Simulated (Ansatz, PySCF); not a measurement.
Reaction (SMILES): C=CCCCCC -> [CH2]CCCCC=C + H atom (the C-H bond at the site shown breaks; other sites are not compared here)
Geometries: B3LYP-D3(BJ)/def2-TZVP minima from Ansatz (a program for electronic structure), one conformer each, not searched for the lowest. Frequencies are from Ansatz or PySCF.

Property: bond dissociation energy (enthalpy at 298 K, with B3LYP-D3(BJ) rigid-rotor harmonic-oscillator terms), in kJ/mol. Valence correlation only, unless marked. Open shells are spin-unrestricted. Spin-orbit coupling is left out. Non-relativistic. CBS marks a two-point X^-3 extrapolation of the correlation energy; Hartree-Fock from the larger set. The bracket is a focal-point correction in the basis named.

RI-MP2/CBS(cc-pVTZ,cc-pVQZ)+[CCSD(T)-MP2]/cc-pVTZ (Ansatz) gives 426.7 kJ/mol.

Task: Another calculation gave 410.6 kJ/mol. Which level was it?
A) SVWN5/def2-TZVPD (Ansatz)
B) wB97M-V/def2-TZVPD (Ansatz)
C) PBE-QIDH/def2-TZVPD (Ansatz)
D) r2SCAN/def2-TZVPD (Ansatz)

Result: C, PBE-QIDH/def2-TZVPD (Ansatz). The others give 399.5 (r2SCAN), 456.2 (SVWN5), 421.8 (wB97M-V) kJ/mol.
